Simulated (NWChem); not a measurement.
# CH$_{5}$F$_{2}$NOSi; SMILES N[Si@](O)(F)CF

```xyz
11

N      1.4828     0.2179     0.8728
Si     0.0367     0.4125     0.0151
O      0.3584     1.0503    -1.4756
F     -1.0154     1.4583     0.6963
C     -0.8808    -1.2343     0.0463
F      0.0020    -2.2788    -0.1646
H      2.2875     0.8159     0.7343
H      1.7293    -0.6937     1.2381
H     -0.3216     1.6120    -1.8586
H     -1.3742    -1.3759     1.0252
H     -1.6761    -1.2716    -0.7194
```
Atoms are numbered in this order, from 1.

Program: NWChem. Medium grid unless said otherwise, to which SCAN and Minnesota functionals are sensitive. Geometry: optimised at PBE0/def2-SVP.

Problem. Predict the results for M06-2X/def2-SVP. Quantities: highest occupied level (eV); orbital gap (eV); dipole (D).

Solution. The highest occupied level (eV) comes out as -9.29 and the orbital gap (eV) is 11.27. The dipole (D) is 0.52.
